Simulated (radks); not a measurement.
Ho IV, 64 electrons, occupied as [Xe] 4f10. Method: scalar-relativistic Kohn-Sham, SCAN, spin-unpolarised, spherical densities, finite nucleus; meta-GGA in the generalised Kohn-Sham scheme; Fermi nuclear charge, rms radius 5.2022 fm; computed with a radial shooting solver on a logarithmic mesh with Libxc functionals.

Radial electron density D(r) = 4 pi r^2 rho(r):

```
   r/bohr * D(r) (the largest magnitude, 120, reaches the edge; | marks zero)
 0.001503 |   *
 0.001722 |    *
 0.001973 |      *
 0.002279 |       *
 0.002611 |         *
 0.002991 |           *
 0.003454 |             *
 0.003957 |                *
 0.004534 |                   *
 0.005236 |                      *
 0.005999 |                          *
 0.006873 |                             *
 0.007938 |                                *
 0.009094 |                                   *
  0.01042 |                                      *
  0.01203 |                                       *
  0.01379 |                                        *
  0.01579 |                                        *
  0.01824 |                                       *
   0.0209 |                                     *
  0.02394 |                                    *
  0.02765 |                                   *
  0.03168 |                                    *
  0.03629 |                                       *
  0.04191 |                                           *
  0.04802 |                                                *
  0.05502 |                                                    *
  0.06354 |                                                      *
  0.07279 |                                                     *
   0.0834 |                                                 *
  0.09631 |                                            *
   0.1103 |                                         *
   0.1264 |                                         *
    0.146 |                                            *
   0.1673 |                                                *
   0.1916 |                                               *
   0.2213 |                                          *
   0.2536 |                                 *
   0.2905 |                         *
   0.3355 |                     *
   0.3844 |                      *
   0.4404 |                        *
   0.5086 |                         *
   0.5827 |                      *
   0.6675 |                 *
   0.7709 |            *
   0.8832 |        *
    1.012 |      *
    1.169 |     *
    1.339 |    *
    1.534 |  *
    1.772 | *
     2.03 |*
    2.325 |*
    2.685 *
    3.077 *
    3.525 *
    4.071 *
    4.664 *
```

D(r) has 4 maxima, at r = 0.0142, 0.0640, 0.178, 0.485 bohr, and minima at 0.0272, 0.117, 0.344 bohr, inside which lie 1.92, 11.14, 29.42 electrons.
